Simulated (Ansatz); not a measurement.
Consider the ligand exchange at the In–O bond: `C[O][In]([OH])[SH]` + HBr → `[OH][In]([SH])[Br]` + CH₃OH.

Gas-phase electronic energies from Ansatz, PBE0-D4/def2-TZVP geometries. CCSD(T)/CBS is the MP2 limit (def2-TZVPP, def2-QZVPP) plus CCSD(T) − MP2 in def2-TZVPP, frozen cores. This one scheme is used for every species. DFT in def2-TZVPP. B3LYP here is the variant with VWN-RPA as its local correlation; programs differ in this. Elements past krypton have def2 core potentials. For Br, In outer-core shells are correlated without core-valence functions, which leaves a few kJ/mol of doubt a bond. Scalar relativity is left out up to krypton. Each species was taken in one conformer, which may not be the lowest.

`C[O][In]([OH])[SH]`:

Z-matrix (Å, degrees):
```
C
O 1 1.409
H 1 1.095 2 108.5
H 1 1.097 2 113.5 3 119.8
H 1 1.097 2 111.3 3 -118.5
In 2 1.970 1 121.7 3 -151.3
S 6 2.362 2 119.9 1 -176.1
O 6 1.978 2 113.7 1 5.0
H 7 1.345 6 91.9 2 0.9
H 8 0.960 6 113.4 2 178.3
```

HBr:

Cartesian coordinates in Å:
```
Br -0.146 0.240 0.652
H 0.146 -0.240 -0.652
```

`[OH][In]([SH])[Br]`:

Cartesian coordinates in Å:
```
O 1.573 0.450 0.310
In -0.363 0.246 -0.001
S -1.241 -1.868 -0.552
Br -1.760 2.254 0.213
H 1.813 1.355 0.527
H -0.022 -2.437 -0.498
```

CH₃OH:

Cartesian coordinates in Å:
```
C -0.276 -0.092 -0.206
O 0.785 -0.281 0.703
H -0.733 -1.068 -0.372
H 0.067 0.292 -1.174
H -1.047 0.583 0.186
H 1.204 0.566 0.863
```

```csv
level,ΔE (kJ/mol)
B3LYP-D4,-116.3
ωB97M-V,-118.9
PBE,-114.4
HF/CBS(def2),-137.2
```

(1) What does CCSD(T)/CBS give? (Best estimate.)

Largest T1 diagnostic among the species: 0.016.

Results:

(1) Ansatz gave: -114.7 kJ/mol. The listed levels differ from it by -1.6, -4.2, 0.3, -22.5 kJ/mol.

In def2-TZVPP, CCSD(T) changes the Hartree–Fock value by +26.8 kJ/mol (the triples alone add +3.7 kJ/mol) and MP2 by +24.0 kJ/mol. From PBE to PBE0 (25 % exact exchange), in def2-TZVPP and without D4, ΔE moves by −10.5 kJ/mol.
